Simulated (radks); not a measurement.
These are the eigenvalues of the occupied orbitals of an atom or ion with whole-number occupations (hartree). All-electron calculation, Dirac Kohn-Sham, PBE, spin-unpolarised, spherical densities, finite nucleus; Fermi nuclear charge, rms radius of each element as measured or else 0.836 A^(1/3) + 0.57 fm. Program: a radial shooting solver on a logarithmic mesh with Libxc functionals.

1s1/2: -0.57931

Which element is it, and in what charge state? The configuration may be excited. Open shells, if any, are shared by 2j + 1.

Answer. Z = 2, helium, charge 0: He in [He]. The 1s level, -0.57931 hartree, gives Z - s = 1.1 by -(Z - s)^2/2, which with screening and relativity narrows Z to a few neighbours, and the depths must fix Z and the occupations together.
